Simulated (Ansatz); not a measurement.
A short molecular-dynamics run on Cr₃⁻ (the lowest doublet isomer of a short search).

```yaml
crystal:
  periodic: [false, false, false]
  atoms:
    - {symbol: Cr, position_ang: [0.990203, -0.907120, -0.713758]}
    - {symbol: Cr, position_ang: [-0.109450, -0.012208, 1.527450]}
    - {symbol: Cr, position_ang: [-0.880744, 0.919328, -0.813682]}
basis:
  gaussian: {orbitals: "6-31G*"}
total_charge: -1
magnetization: {spin_polarized: true, initial_magnetization: 1}
hamiltonian: {xc: {name: revPBE}}
md: {timestep: 0.5 fs, n_steps: 15, ensemble: nvt_nose_hoover, temperature: 1000, initial_velocities: maxwell_boltzmann, seed: 429}
scf: {omitted_lower_state_checks: [starts]}
```

```sh
$ ansatz run in.yaml --threads 4 --pin off --events-out ev --progress --plain --max-ram 3916MiB
```

| step | time (fs) | potential energy (eV) | kinetic (eV) | T (K) | conserved (eV) |
| --- | --- | --- | --- | --- | --- |
| 0 | 0.0 | -85243.6253 | 0.1293 | 1000 | -85243.4961 |
| 1 | 0.5 | -85243.6264 | 0.1304 | 1009 | -85243.4961 |
| 2 | 1.0 | -85243.6277 | 0.1317 | 1019 | -85243.4961 |
| 3 | 1.5 | -85243.6292 | 0.1332 | 1030 | -85243.4961 |
| 4 | 2.0 | -85243.6309 | 0.1348 | 1043 | -85243.4961 |
| 5 | 2.5 | -85243.6327 | 0.1366 | 1057 | -85243.4961 |
| 6 | 3.0 | -85243.6347 | 0.1386 | 1073 | -85243.4961 |
| 7 | 3.5 | -85243.6369 | 0.1408 | 1089 | -85243.4961 |
| 8 | 4.0 | -85243.6393 | 0.1432 | 1108 | -85243.4961 |
| 9 | 4.5 | -85243.6418 | 0.1457 | 1127 | -85243.4961 |
| 10 | 5.0 | -85243.6445 | 0.1484 | 1148 | -85243.4961 |
| 11 | 5.5 | -85243.6474 | 0.1513 | 1170 | -85243.4961 |
| 12 | 6.0 | -85243.6504 | 0.1543 | 1194 | -85243.4961 |
| 13 | 6.5 | -85243.6537 | 0.1576 | 1219 | -85243.4961 |
| 14 | 7.0 | -85243.6570 | 0.1609 | 1245 | -85243.4961 |
| 15 | 7.5 | -85243.6606 | 0.1645 | 1272 | -85243.4961 |

Velocities are drawn at the set temperature; a run this short doesn't reach equilibrium.

The 6-31G sets use Cartesian d functions. The highest occupied level of an anion often lies above zero with these methods, and sets without diffuse functions describe the outer electron poorly. The charge -1 doublet is spin-contaminated (final ⟨S²⟩ up to 7.58, 0.75 for a pure state).

Frames (Å, forces in eV/Å):

```xyz
3
time=0.0 fs
Cr    0.990   -0.907   -0.714   -0.757    0.705    0.397
Cr   -0.109   -0.012    1.527   -0.019    0.105   -1.118
Cr   -0.881    0.919   -0.814    0.776   -0.810    0.721
3
time=0.5 fs
Cr    0.991   -0.908   -0.714   -0.760    0.707    0.400
Cr   -0.111   -0.011    1.526   -0.016    0.103   -1.118
Cr   -0.881    0.919   -0.812    0.776   -0.810    0.717
3
time=1.0 fs
Cr    0.993   -0.909   -0.715   -0.762    0.709    0.403
Cr   -0.112   -0.010    1.525   -0.014    0.100   -1.117
Cr   -0.881    0.919   -0.809    0.775   -0.809    0.714
3
time=1.5 fs
Cr    0.994   -0.910   -0.716   -0.764    0.711    0.407
Cr   -0.113   -0.009    1.523   -0.011    0.098   -1.117
Cr   -0.881    0.919   -0.807    0.775   -0.808    0.710
3
time=2.0 fs
Cr    0.995   -0.911   -0.717   -0.765    0.712    0.409
Cr   -0.114   -0.008    1.522   -0.009    0.095   -1.116
Cr   -0.881    0.919   -0.805    0.774   -0.807    0.707
3
time=2.5 fs
Cr    0.996   -0.912   -0.717   -0.767    0.713    0.412
Cr   -0.115   -0.006    1.520   -0.007    0.093   -1.115
Cr   -0.881    0.919   -0.803    0.773   -0.806    0.703
3
time=3.0 fs
Cr    0.997   -0.913   -0.718   -0.768    0.715    0.414
Cr   -0.116   -0.005    1.518   -0.004    0.091   -1.114
Cr   -0.881    0.919   -0.801    0.773   -0.805    0.699
3
time=3.5 fs
Cr    0.998   -0.914   -0.718   -0.770    0.716    0.417
Cr   -0.117   -0.004    1.517   -0.002    0.088   -1.112
Cr   -0.881    0.918   -0.798    0.772   -0.804    0.695
3
time=4.0 fs
Cr    0.999   -0.915   -0.719   -0.771    0.717    0.419
Cr   -0.118   -0.003    1.515    0.000    0.086   -1.110
Cr   -0.881    0.918   -0.796    0.771   -0.803    0.691
3
time=4.5 fs
Cr    1.000   -0.916   -0.720   -0.772    0.717    0.421
Cr   -0.119   -0.002    1.513    0.002    0.084   -1.108
Cr   -0.881    0.918   -0.794    0.769   -0.801    0.687
3
time=5.0 fs
Cr    1.001   -0.917   -0.720   -0.772    0.718    0.422
Cr   -0.120    0.000    1.511    0.004    0.082   -1.105
Cr   -0.880    0.917   -0.791    0.768   -0.800    0.683
3
time=5.5 fs
Cr    1.002   -0.918   -0.721   -0.773    0.718    0.424
Cr   -0.121    0.001    1.510    0.006    0.080   -1.102
Cr   -0.880    0.917   -0.789    0.767   -0.798    0.678
3
time=6.0 fs
Cr    1.002   -0.918   -0.721   -0.773    0.719    0.425
Cr   -0.122    0.002    1.508    0.008    0.077   -1.099
Cr   -0.880    0.916   -0.786    0.765   -0.796    0.674
3
time=6.5 fs
Cr    1.003   -0.919   -0.722   -0.774    0.719    0.427
Cr   -0.124    0.003    1.506    0.010    0.075   -1.096
Cr   -0.880    0.916   -0.784    0.764   -0.794    0.669
3
time=7.0 fs
Cr    1.004   -0.920   -0.722   -0.774    0.719    0.428
Cr   -0.125    0.004    1.504    0.012    0.073   -1.092
Cr   -0.879    0.915   -0.781    0.762   -0.792    0.664
3
time=7.5 fs
Cr    1.005   -0.920   -0.723   -0.774    0.719    0.428
Cr   -0.126    0.006    1.501    0.014    0.071   -1.088
Cr   -0.879    0.915   -0.779    0.760   -0.790    0.659
```

Hardware: 4 threads of Intel Xeon 6975P-C on a shared host. Wall time 49 s.
